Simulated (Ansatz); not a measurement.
Input file for Ansatz (a first-principles code): R-CCSD(T)/cc-pVTZ on BrFGe (SMILES [F][Ge][Br]), a point of a bond scan (R = 1.762 Å). The run froze 29 orbitals, filled d shells among them.

Ansatz 0.2 input:
```yaml
crystal:
  periodic: [false, false, false]
  atoms:
    - {symbol: Ge, position_ang: [0.54012837, -0.45604254, 0.81246222]}
    - {symbol: F, position_ang: [1.49051706, -1.32798058, -0.38782963]}
    - {symbol: Br, position_ang: [-0.87710746, 0.75843391, -0.64309499]}
basis:
  gaussian:
    orbitals: cc-pVTZ
    pivot_positions_ang: [[0.54012837, -0.45604254, 0.81246222], [1.49051706, -1.32798058, -0.38782963], [-0.87710746, 0.75843391, -0.64309499]]
magnetization: {spin_polarized: false}
correlation: {method: ccsd_t, electrons: outside_noble_gas}
scf: {lower_state_search: off}
output: {orbitals: {seedname: ./end}}
```

Output:

```
WARN ansatz: RAYON_NUM_THREADS=1 ignored (pool sized by the plan → 1); use --threads N
Functional definition: HF
these checks for a lower state are left out or cut short: stability, starts, cluster_reference, orbital_swaps, neighbouring_geometries, increment
integrals: 0.16 GiB planned
836 factors; integrals over basis functions are off by at most 3.2e-4 eV
mean field: 0.43 GiB planned
mean field evaluation 1: about -129182.0004 eV, gradient 3.2e1 eV
mean field evaluation 2: about -129182.0965 eV, gradient 3.2e1 eV
mean field evaluation 4: about -129184.1432 eV, gradient 1.9e0 eV
mean field evaluation 8: about -129184.1768 eV, gradient 3.0e-1 eV
mean field evaluation 16: about -129184.1775 eV, gradient 5.2e-6 eV
mean field -129184.17754658 eV, -4747.4309606563 hartree, gradient 5.2e-6 eV, S^2 0.000000; 0 other end points of the search recorded, 0 dependent functions left out
29 core orbitals not correlated
reference -129184.17754658 eV, -4747.4309606563 hartree; 9, 9 occupied and 78, 78 virtual orbitals, 836 factors
second order -13.70411306 eV of doubles, -0.00000000 eV of singles
coupled cluster: 0.28 GiB planned
cycle   1  -13.80588337 eV  change   -1.0e-1 eV  update   9.8e-2
cycle   2  -14.13179483 eV  change   -3.3e-1 eV  update   3.5e-2
cycle   3  -14.23333444 eV  change   -1.0e-1 eV  update   2.0e-2
cycle   4  -14.22196056 eV  change    1.1e-2 eV  update   5.2e-3
cycle   5  -14.21620409 eV  change    5.8e-3 eV  update   2.3e-3
cycle   6  -14.21749631 eV  change   -1.3e-3 eV  update   8.4e-4
cycle   7  -14.21716751 eV  change    3.3e-4 eV  update   3.1e-4
cycle   8  -14.21706823 eV  change    9.9e-5 eV  update   9.8e-5
cycle   9  -14.21712619 eV  change   -5.8e-5 eV  update   4.0e-5
cycle  10  -14.21712075 eV  change    5.4e-6 eV  update   1.4e-5
perturbative correction -0.54446285 eV, -0.0200086407 hartree
Total energy: -129198.93913019 eV, -4747.9734388481 hartree
Checks for a lower state left out: stability, starts, cluster_reference, orbital_swaps, neighbouring_geometries, increment
```

Self-consistency was reached.

Cost: roughly 7 core-seconds.
